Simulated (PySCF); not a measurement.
# Continuum solvent and chemical shifts

Atom-mapped SMILES (the numbers label the heavy atoms): `[O:1]=[CH:2][O:3][SiH3:4]` (H(Xn): hydrogen on atom n).

GIAO PBE0/pcSseg-1 in PySCF 2.14 on one PBE0-D3(BJ)/def2-SVP conformer, non-relativistic, equivalent nuclei averaged. Solvents enter as an IEF-PCM continuum (acetone with ε = 20.5, acetonitrile with ε = 35.7) around the gas-phase geometry. Shifts are referred to TMS computed in the same medium.

Gas phase, δ in ppm: C2 166.5, Si4 -31.5, H(C2) 7.86, H(Si4) 4.85. Dipole moment 1.56 D.

**Question.** How does each δ change in the continuum?

**Answer.** 
```
 atoms                        environment  Δδ, acetone  Δδ, acetonitrile
    C2                    carbonyl carbon         +4.8              +4.9
   Si4           silicon bonded to O, 3 H         +0.6              +0.6
 H(C2)      hydrogen on a carbonyl carbon        +0.17             +0.17
H(Si4)  hydrogen on a silicon bonded to O         0.00              0.00
```

Changes are relative to the gas phase. The dipole moment becomes 1.93 D in acetone, 1.94 D in acetonitrile.

**Question.** Which nuclei move most (in ppm), and what does the model miss?

**Answer.** C2 (carbonyl carbon, +4.9 ppm) in acetonitrile. A continuum only polarises the solute; specific hydrogen bonds, the anisotropy of aromatic solvents and changes of geometry or conformer are outside it.
